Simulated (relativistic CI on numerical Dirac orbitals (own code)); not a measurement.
## Crystal-field levels of Mn4+, 3d3

Calculated by Dirac-Coulomb-Breit CI, separate exchange-only KLI orbitals for each configuration, model QED, valence Slater integrals scaled by 0.75, one configuration in a parametric crystal field (own radial code).

Field parameters in Wybourne normalisation: Td as Oh with Dq negative (B⁴₀ = 21Dq, B⁴₄ = √(5/14) B⁴₀). The field is a parameter set, without covalency.

S is read from ⟨S²⟩ = S(S + 1).

Site symmetry Td; labels are those of the double group. Computed levels in cm⁻¹ above the lowest, in rising order:

```tsv
Δ (size of 10Dq)	Lowest	No. 2	No. 3	No. 4	No. 5	No. 6	No. 7	No. 8
2200	Γ8	118 Γ7	535 Γ8	865 Γ6	2101 Γ7	2124 Γ8	2362 Γ6	2449 Γ8
4000	Γ8	81 Γ7	518 Γ8	825 Γ6	3575 Γ7	3618 Γ8	3833 Γ6	3882 Γ8
5800	Γ8	66 Γ7	506 Γ8	802 Γ6	5127 Γ7	5177 Γ8	5385 Γ6	5416 Γ8
7550	Γ8	60 Γ7	498 Γ8	786 Γ6	6681 Γ7	6733 Γ8	6939 Γ6	6960 Γ8
9350	Γ8	58 Γ7	492 Γ8	775 Γ6	8311 Γ7	8362 Γ8	8566 Γ8	8570 Γ6
11100	Γ8	61 Γ7	490 Γ8	767 Γ6	7502 Γ8	9921 Γ7	9970 Γ8	10181 Γ6
12900	Γ8	68 Γ7	492 Γ8	766 Γ6	5766 Γ8	11599 Γ7	11640 Γ8	11860 Γ6
14650	Γ8	86 Γ7	502 Γ8	774 Γ6	4088 Γ8	13249 Γ7	13277 Γ8	13512 Γ6
16450	Γ8	134 Γ7	541 Γ8	814 Γ6	2418 Γ8	14964 Γ8	14970 Γ7	15220 Γ6
18200	Γ8	359 Γ7	736 Γ8	1031 Γ6	1167 Γ8	16425 Γ6	16586 Γ8	16672 Γ7
```

Ground-state S against |10Dq| in cm⁻¹: 2200: 1.50, 4000: 1.50, 5800: 1.50, 7550: 1.50, 9350: 1.50, 11100: 1.50, 12900: 1.49, 14650: 1.49, 16450: 1.46, 18200: 1.26.

No abrupt spin change occurs in this range.
